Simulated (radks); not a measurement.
Charge is removed step by step from the 6s down level of Yb, starting from [Xe] 4f14 6s(up 1, down 1). All-electron calculation, scalar-relativistic Kohn-Sham, r2SCAN, spin-polarised, spherical densities, finite nucleus; meta-GGA in the generalised Kohn-Sham scheme; Fermi nuclear charge, rms radius 5.3108 fm. Program: a radial shooting solver on a logarithmic mesh with Libxc functionals.

| removed (e) | E - E(0) (eV) | eigenvalue (eV) | E minus straight line (eV) |
|---|---|---|---|
| 0 | 0.000 | -4.009 | 0.000 |
| 0.1 | 0.422 | -4.444 | -0.188 |
| 0.2 | 0.888 | -4.878 | -0.333 |
| 0.3 | 1.397 | -5.310 | -0.435 |
| 0.4 | 1.949 | -5.736 | -0.494 |
| 0.5 | 2.544 | -6.154 | -0.511 |
| 0.6 | 3.179 | -6.559 | -0.486 |
| 0.7 | 3.854 | -6.946 | -0.422 |
| 0.8 | 4.567 | -7.324 | -0.320 |
| 0.9 | 5.318 | -7.710 | -0.179 |
| 1 | 6.108 | -8.085 | 0.000 |

Removing the whole electron costs 6.108 eV by Delta-SCF, against 4.009 eV from minus the eigenvalue at the starting occupation. Slater's transition state (half an electron removed) gives 6.154 eV. Integrating minus the eigenvalue over the occupation (Janak's theorem) gives 6.112 eV. In this scalar-relativistic scheme the density is built from large components alone, so the theorem holds only approximately. The mean slope of the eigenvalue, de/dn, is 4.08 eV per electron. Ionisation energy of Yb in the NIST Atomic Spectra Database: 6.254 eV (measured).
